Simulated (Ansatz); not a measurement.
Species: BPH₃, charge 0, doublet. BPH3 (SMILES [BH]P, doublet).
B3LYP-D3(BJ)/def2-TZVP minimum from Ansatz (a quantum-chemistry and plane-wave program):
```xyz
5

B     -0.3927     0.6490    -1.1139
H     -0.7764     0.3207    -2.1829
P      0.0568    -0.1978     0.4360
H      0.9553     0.6658     1.0916
H      0.9332    -1.2640     0.1204
```
Charge 0, spin multiplicity 2.

Total energies in hartree (Ansatz). UHF or UKS for unpaired electrons; spin-orbit terms are left out. Cores are frozen in correlated methods. No relativity. Where a partner has so few electrons that a lower coupled-cluster level is exact, that level stands in.

| species | HF/cc-pV(T+d)Z | CCSD(T)/cc-pV(T+d)Z | HF/cc-pV(Q+d)Z | CCSD(T)/cc-pV(Q+d)Z | CCSDT(Q)/cc-pV(T+d)Z |
|---|---|---|---|---|---|
| 1: BPH3 (SMILES [BH]P, doublet) | -367.11326 | -367.39529 | -367.11820 | -367.41518 | -367.39733 |
| 2: B (doublet) | -24.53207 | -24.59810 | -24.53297 | -24.60084 | -24.59852 |
| 3: H (doublet) | -0.49981 | -0.49981 | -0.49995 | -0.49995 | -0.49981 |
| 4: P (quartet) | -340.71631 | -340.82157 | -340.71872 | -340.82830 | -340.82249 |

**Question.** Work out the atomisation energy (electronic, to ground-state atoms) in kcal/mol: take Hartree-Fock from cc-pV(Q+d)Z, extrapolate the CCSD(T) correlation energy as X^-3 (X = 3, 4), and add CCSDT(Q) - CCSD(T) in cc-pV(T+d)Z. 1 hartree = 627.51 kcal/mol.

**Answer.** 
Species 1: correlation (64·(-0.29698) - 27·(-0.28203))/37 = -0.30789; step -0.00204; E1 = -367.11820 + (-0.30789) + (-0.00204) = -367.42813
Species 2: correlation (64·(-0.06787) - 27·(-0.06603))/37 = -0.06921; step -0.00042; E2 = -24.53297 + (-0.06921) + (-0.00042) = -24.60260
Species 3: correlation (64·(0.00000) - 27·(0.00000))/37 = 0.00000; step +0.00000; E3 = -0.49995 + (0.00000) + (+0.00000) = -0.49995
Species 4: correlation (64·(-0.10958) - 27·(-0.10526))/37 = -0.11273; step -0.00092; E4 = -340.71872 + (-0.11273) + (-0.00092) = -340.83237
-1·E1 +1·E2 +3·E3 +1·E4 = 0.49331 hartree = 309.6 kcal/mol.
